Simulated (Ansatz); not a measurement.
One change: `BO[SiH](S)Cl` becomes `S[SiH](Cl)[O][GaH2]`.

Ansatz, PBE0-D4/def2-TZVP geometries, multiplicity 1. Each molecule was computed in one conformer, which needn't be the lowest.

Scalar relativity is left out up to krypton.

```csv
property,`BO[SiH](S)Cl`
HOMO–LUMO gap (PBE/def2-TZVPP) / eV,4.83
size of the dipole moment (ωB97M-V/def2-TZVPP) / D,1.05
HOMO energy (PBE/def2-TZVPP) / eV,-6.76
size of the dipole moment (PBE/def2-TZVPP) / D,1.15
LUMO energy (PBE0/def2-TZVPP) / eV,-0.90
HOMO–LUMO gap (B3LYP/def2-TZVPP) / eV,6.58
```

(1) What does the change do to each property? (Best estimate.)

Answers

(1) Ansatz gave: 
```json
{"property": "HOMO–LUMO gap (PBE/def2-TZVPP) / eV", "`S[SiH](Cl)[O][GaH2]`": "3.96", "shift": "-0.87"}
{"property": "size of the dipole moment (ωB97M-V/def2-TZVPP) / D", "`S[SiH](Cl)[O][GaH2]`": "2.38", "shift": "1.33"}
{"property": "HOMO energy (PBE/def2-TZVPP) / eV", "`S[SiH](Cl)[O][GaH2]`": "-6.45", "shift": "0.31"}
{"property": "size of the dipole moment (PBE/def2-TZVPP) / D", "`S[SiH](Cl)[O][GaH2]`": "2.27", "shift": "1.12"}
{"property": "LUMO energy (PBE0/def2-TZVPP) / eV", "`S[SiH](Cl)[O][GaH2]`": "-1.67", "shift": "-0.77"}
{"property": "HOMO–LUMO gap (B3LYP/def2-TZVPP) / eV", "`S[SiH](Cl)[O][GaH2]`": "5.47", "shift": "-1.11"}
```

With PBE0 the HOMO rises by 0.31 eV and the LUMO falls by 0.77 eV, so the gap narrows by about 1.08 eV. PBE moves the HOMO by 0.31 eV and ωB97M-V by 0.30 eV. Dipoles are sizes alone; their direction can turn.

B3LYP here is the variant with VWN-RPA as its local correlation; programs differ in this.
